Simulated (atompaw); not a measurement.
# Before and after: PAW (atompaw) potential for barium

```json
{
 "Element": "Ba",
 "Generator": "atompaw 4.2.0.5",
 "Type": "PAW",
 "Functional": "PBE",
 "Relativity": "scalar-relativistic",
 "Frozen core": "[Kr] 4d10",
 "Valence charge": "10",
 "Reference configuration": "5s2 5p6 5d0 6s1 6p1",
 "Partial waves": "5s (bound): rc 2.70 bohr; 6s (bound): rc 3.00 bohr; 5p (bound): rc 2.40 bohr; 6p (bound): rc 3.00 bohr; 5d (bound, empty): rc 3.00 bohr; 5d channel at 0.6 Ry: rc 3.00 bohr; 4f channel at -0.15 Ry: rc 3.00 bohr; 4f channel at 2.15 Ry: rc 3.00 bohr",
 "Local potential": "bessel scheme, radius 2.20 bohr",
 "Core correction": "smooth core density matched at 2.65 bohr",
 "Augmentation charge": "gaussian compensation charge, radius 2.80 bohr; PAW radius 3.00 bohr; waves and projectors: custom polynom gramschmidtortho"
}
```

Change: all radii scaled by about 1.08 (s 2.92, p 2.58, d 3.24, f 3.24 bohr); local potential bessel scheme, radius 2.38 bohr; augmentation gaussian compensation charge, radius 3.02 bohr; PAW radius 3.24 bohr; waves and projectors: custom polynom gramschmidtortho; core correction smooth core density matched at 2.86 bohr.

Cutoffs: the cutoffs (Ry, on a coarse ladder) from which the occupation-weighted sum of valence levels, in a spherical-Bessel basis at the reference potential, stays within 10 and 1 mRy of its value at 400 Ry; they do not see the model core or the augmentation charge, which bear on the density cutoff.

What does the change do?

The potential gets softer (12 Ry and 18 Ry → 10 Ry and 18 Ry); neither file shows a bound ghost. A larger radius leaves more room for a smooth pseudo-wave, so fewer plane waves are needed.

| quantity | base | changed |
| --- | --- | --- |
| cutoff, loose | 12 Ry | 10 Ry |
| cutoff, tight | 18 Ry | 18 Ry |
| loose cutoff by channel (10 mRy a level) | s 6 Ry, p 10 Ry | s 6 Ry, p 8 Ry |
| bound ghosts | none | none |
| lowest overlap eigenvalue by channel | s 0.58, p 0.20, d 0.95, f 1.00 | s 0.43, p 0.61, d 0.94, f 1.00 |

 The cutoffs see the waves, projectors and local potential, not the compensation charge or the core.
